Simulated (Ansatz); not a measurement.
A structure relaxed at PBE-D4/def2-SVP in Ansatz, charge 0, singlet:

```
atom    x (Å)    y (Å)    z (Å)
  N1   1.7420   1.2943   0.7549
 Ga2   0.0091   1.9653   0.3068
 Ga3   1.5971   0.4512  -1.0964
  N4   0.1509   1.5534  -1.6854
  N5  -1.7915   1.3512   0.4910
 Ga6  -1.4012   0.4995  -1.3201
 Ga7   1.4016  -0.4997   1.3203
  N8   1.7918  -1.3514  -0.4911
  N9  -0.1509  -1.5530   1.6850
Ga10  -1.5975  -0.4513   1.0966
Ga11  -0.0091  -1.9649  -0.3068
 N12  -1.7424  -1.2946  -0.7549
```

(1) Give its formula and point group.

(2) Summarise the bond lengths by kind (pairs closer than 1.2 times the sum of covalent radii, bridged metal pairs left out).

## Answers

(1) Ga6N6, a cluster cut from wurtzite GaN (bare). Point group D3d (tolerance 0.1 Å).

(2) 18 × Ga–N 1.91 to 2.04 Å.
